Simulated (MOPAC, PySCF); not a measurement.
HAlF2, SMILES `[F][AlH][F]`, neutral singlet in the gas phase. 

Z-matrix (Å, degrees):
```
Al
F 1 1.6442
F 1 1.6442 2 117.94
H 1 1.5533 2 121.03 3 179.95
```
Charge 0, multiplicity 1.

All levels are single points at this geometry (B3LYP-D3(BJ)/def2-TZVP); Pople sets use spherical d functions. Orbital energies aren't observables, and empty levels follow the basis.

```tsv
level	HOMO (eV)	LUMO (eV)	gap (eV)	dipole (D)	vertical IE, Delta-SCF (eV)
PBE-D3(BJ)/def2-TZVP in PySCF	-8.67	-1.66	7.01	1.31	12.54
ωB97X-D3(BJ)/def2-TZVP in PySCF	-12.74	0.96	13.71	1.34	13.32
B3LYP/3-21G in PySCF	-9.42	-0.87	8.55	1.21	–
B3LYP/6-311+G** in PySCF	-10.08	-1.33	8.75	1.61	–
B3LYP/6-31G* in PySCF	-9.71	-0.87	8.84	1.22	12.82
B3LYP/LANL2DZ in PySCF	-10.15	-1.39	8.76	2.05	–
BP86/6-31G* in PySCF	-8.50	-1.34	7.15	1.11	–
M06-2X/6-31G* in PySCF	-11.31	-0.17	11.14	1.35	–
PBE/6-31G* in PySCF	-8.39	-1.36	7.03	1.12	–
SVWN5/6-31G* in PySCF	-8.49	-1.56	6.92	1.20	–
HF/6-31G* in PySCF	-13.59	1.85	15.45	1.47	12.57
AM1 in MOPAC	-11.63	-0.22	11.41	1.27	–
PM7 in MOPAC	-13.31	0.05	13.36	0.14	–
```
